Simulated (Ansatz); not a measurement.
Consider the formal exchange of groups at a B–O bond: `CNBOCF` + `C#CCO` → `CNBO` + `C#CCOCF`.

Gas-phase electronic energies from Ansatz, PBE0-D4/def2-TZVP geometries. CBS: MP2 limit from def2 TZ/QZ plus the TZ coupled-cluster correction, frozen cores. This one scheme is used for every species. Functionals use def2-TZVPP. B3LYP here is the variant with VWN-RPA as its local correlation; programs differ in this. Each species was taken in one conformer, which may not be the lowest.

`CNBOCF`:

Cartesian coordinates in Å:
```
C 1.329 1.406 -0.874
N 0.479 0.363 -0.352
B -0.112 0.369 0.910
O -0.953 -0.636 1.357
C -1.437 -1.598 0.514
F -0.419 -2.404 0.032
H 2.343 1.043 -1.068
H 1.394 2.214 -0.146
H 0.933 1.822 -1.806
H 0.404 -0.451 -0.942
H 0.085 1.272 1.668
H -1.927 -1.160 -0.365
H -2.120 -2.241 1.072
```

`C#CCO`:

```xyz
8

C     0.741    0.266    1.698
C     0.434    0.150    0.544
C     0.017    0.020   -0.847
O    -1.088   -0.840   -1.022
H     1.023    0.362    2.720
H    -0.186    1.021   -1.252
H     0.833   -0.406   -1.437
H    -1.774   -0.574   -0.404
```

`CNBO`:

Z-matrix (Å, degrees):
```
C
N 1 1.440
H 1 1.095 2 112.0
H 1 1.091 2 109.1 3 119.3
H 1 1.095 2 112.0 3 -121.5
B 2 1.395 1 126.3 3 -119.4
H 2 1.009 1 115.2 3 60.6
O 6 1.374 2 118.7 1 -180.0
H 6 1.203 2 119.7 1 0.0
H 8 0.957 6 112.4 2 -180.0
```

`C#CCOCF`:

```xyz
11

C     0.456   -1.755   -1.524
C     0.134   -0.648   -1.191
C    -0.260    0.693   -0.779
O     0.401    1.135    0.397
C     0.103    0.415    1.523
F    -1.199    0.645    1.922
H     0.743   -2.735   -1.826
H     0.006    1.413   -1.554
H    -1.346    0.734   -0.642
H     0.766    0.770    2.313
H     0.197   -0.665    1.361
```

**Question.** Is it downhill or uphill in electronic energy at CCSD(T)/CBS, and by how much? (An estimate is asked.)

**Answer.** Ansatz gave: Downhill: ΔE = -0.19 eV.

**Question.** What do these levels give: r2SCAN-D4, PBE0-D4, B3LYP-D4, ωB97X-V, PBE, SCS-MP2/def2-TZVPP, CCSD/def2-TZVPP, HF/def2-QZVPP, MP2/def2-QZVPP, SCS-MP2/def2-QZVPP, HF/CBS(def2), MP2/CBS(def2)? (Estimate.)

**Answer.** Ansatz gave: r2SCAN-D4 -0.20, PBE0-D4 -0.19, B3LYP-D4 -0.18, ωB97X-V -0.19, PBE -0.19, SCS-MP2/def2-TZVPP -0.20, CCSD/def2-TZVPP -0.19, HF/def2-QZVPP -0.17, MP2/def2-QZVPP -0.21, SCS-MP2/def2-QZVPP -0.20, HF/CBS(def2) -0.17, MP2/CBS(def2) -0.21 eV.

Largest T1 diagnostic among the species: 0.012.
